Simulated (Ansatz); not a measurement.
Single points on cis-Zr(PH3)2Br4 (ZrP₂H₆Br₄).

```yaml
crystal:
  periodic: [false, false, false]
  atoms:
    - {symbol: Br, position_ang: [-0.578334, 0.159824, -3.492438]}
    - {symbol: Br, position_ang: [-3.486743, -0.099125, -0.624676]}
    - {symbol: Br, position_ang: [-0.569598, 2.477787, -0.359382]}
    - {symbol: Br, position_ang: [-0.388451, -2.464211, -0.611031]}
    - {symbol: P, position_ang: [-0.884575, -0.118078, 1.822135]}
    - {symbol: P, position_ang: [1.834934, 0.102223, -0.859668]}
    - {symbol: Zr, position_ang: [-0.996303, 0.014325, -1.009072]}
    - {symbol: H, position_ang: [-1.517908, 0.906754, 2.592283]}
    - {symbol: H, position_ang: [0.393433, -0.079038, 2.468974]}
    - {symbol: H, position_ang: [-1.405138, -1.264848, 2.499897]}
    - {symbol: H, position_ang: [2.464850, 0.041086, 0.426009]}
    - {symbol: H, position_ang: [2.531991, 1.247226, -1.358034]}
    - {symbol: H, position_ang: [2.601832, -0.923925, -1.494998]}
basis:
  gaussian: {orbitals: def2-TZVP, initial_orbitals: start.molden}
hamiltonian: {xc: hse06, dispersion: d4}
scf: {omitted_lower_state_checks: [starts]}
output: {orbitals: {seedname: orbitals}}
```

The file start.molden holds the orbitals of an earlier run on this structure, at another level or in another basis.

```sh
$ ansatz run in.yaml --threads 4 --pin off --events-out ev --progress --plain --max-ram 4787MiB
```

It prints (some lines left out):

```
Functional definition: HSE06
2879 factors; their error is unknown
138 factors; integrals over basis functions are off by at most 5.7e-7 eV
the host lacks memory for fits, so the integrals are decomposed
2384 factors; integrals over basis functions are off by at most 1.2e-3 eV
138 factors; integrals over basis functions are off by at most 5.7e-7 eV
mean field evaluation 1: about -300110.3979 eV, gradient 1.1e0 eV
mean field evaluation 2: about -300110.5946 eV, gradient 9.3e-1 eV
mean field evaluation 4: about -300110.5954 eV, gradient 1.7e-3 eV
mean field -300110.59537515 eV, -11028.8609577689 hartree, gradient 1.7e-5 eV, S^2 0.000000; 0 other end points of the search recorded, 0 dependent functions left out
reference -300110.59543582 eV, -11028.8609599988 hartree; 94, 94 occupied and 248, 248 virtual orbitals, 2384 factors
Total energy: -300111.19519293 eV, -11028.8830006659 hartree
Checks for a lower state left out: starts
```

It took 25 s on 4 threads of Arm Neoverse V2 on a shared host, peak host memory 1.8 GiB.

As the first input, with `gaussian: {orbitals: def2-SVP, initial_orbitals: start.molden}`, `correlation: {method: mp2}` and without the key `hamiltonian` (abridged; 12 s):

```
Functional definition: HF
mean field -299869.47916981 eV, -11020.0001006574 hartree, gradient 7.1e-6 eV, S^2 0.000000
46 core orbitals not correlated: weight in the atoms' cores, before any rotation towards them, 1.000 or more for the frozen orbitals, at most 0.000 for the correlated occupied ones
second order -39.66920167 eV of doubles, -0.00000000 eV of singles
Total energy: -299909.14837148 eV, -11021.4579169300 hartree
Checks for a lower state left out: starts
```

First input, but with `gaussian: {orbitals: def2-SVP, initial_orbitals: start.molden}`, `hamiltonian: {xc: pbe0, dispersion: d4}` (abridged; 11 s):

```
Functional definition: PBE0
mean field -300069.96238789 eV, -11027.3677230291 hartree, gradient 2.8e-5 eV, S^2 0.000000
Total energy: -300070.58332483 eV, -11027.3905420410 hartree
Checks for a lower state left out: starts
```

As the first input, with `hamiltonian: {xc: pbe, dispersion: d4}`, `output: {forces: true, orbitals: {seedname: orbitals}}` (abridged; 13 s):

```
Functional definition: PBE
mean field -300099.68046794 eV, -11028.4598423275 hartree, gradient 1.9e-5 eV, S^2 0.000000
Total energy: -300100.37636519 eV, -11028.4854160796 hartree
Atom 0 force     0.002154    -0.000629    -0.012137 eV/Å
Atom 1 force    -0.012221     0.000155     0.001904 eV/Å
Atom 2 force     0.016791     0.023274     0.019756 eV/Å
Atom 3 force     0.017843    -0.029253     0.015071 eV/Å
Atom 4 force     0.043306    -0.004499     0.224089 eV/Å
Atom 5 force     0.224347     0.008877     0.047829 eV/Å
Atom 6 force    -0.000215    -0.000680    -0.000363 eV/Å
Atom 7 force     0.088242    -0.144077    -0.096433 eV/Å
Atom 8 force    -0.187468    -0.006762    -0.079369 eV/Å
Atom 9 force     0.071250     0.160248    -0.087371 eV/Å
Atom 10 force    -0.077983     0.009802    -0.189778 eV/Å
Atom 11 force    -0.086636    -0.160674     0.068570 eV/Å
Atom 12 force    -0.099410     0.144218     0.088231 eV/Å
Dipole moment:     0.745620    -0.011536     0.755191 e Å
Checks for a lower state left out: starts
```

The first input with `hamiltonian: {xc: r2scan, dispersion: d4}` (abridged; 23 s):

```
Functional definition: r2SCAN
mean field -300148.26193239 eV, -11030.2451782165 hartree, gradient 1.5e-5 eV, S^2 0.000000
Total energy: -300148.43349335 eV, -11030.2514829654 hartree
Checks for a lower state left out: starts
```

The first input with `hamiltonian: {xc: {name: B2PLYP}}` and without the key `output` (abridged; 40 s):

```
Functional definition: B2PLYP
mean field -300083.43548357 eV, -11027.8628501632 hartree, gradient 2.4e-6 eV, S^2 0.000000
46 core orbitals not correlated: weight in the atoms' cores, before any rotation towards them, 1.000 or more for the frozen orbitals, at most 0.000 for the correlated occupied ones
second order -57.73254151 eV of doubles, -0.00000000 eV of singles
Total energy: -300099.02350386 eV, -11028.4356993427 hartree
Checks for a lower state left out: starts
```

The first input with `hamiltonian: {xc: pbe0, dispersion: d4}` (abridged; 30 s):

```
Functional definition: PBE0
the host lacks memory for fits, so the integrals are decomposed
mean field -300110.53239193 eV, -11028.8586431785 hartree, gradient 4.4e-5 eV, S^2 0.000000
Total energy: -300111.15331453 eV, -11028.8814616632 hartree
Checks for a lower state left out: starts
```

Geometry: PBE-D4/def2-SVP.

In the def2 sets Zr takes a core potential; there is no spin–orbit coupling. HSE06 is defined as in plane-wave codes, on full-range PBE exchange. Correlated methods freeze 46 core orbitals; core or outer-core shells of Br, Zr are correlated, in sets that lack core-valence functions. At B2PLYP/def2-TZVP the test of the restricted singlet for broken spin symmetry was undecided. No other spin state of charge 0 was run.
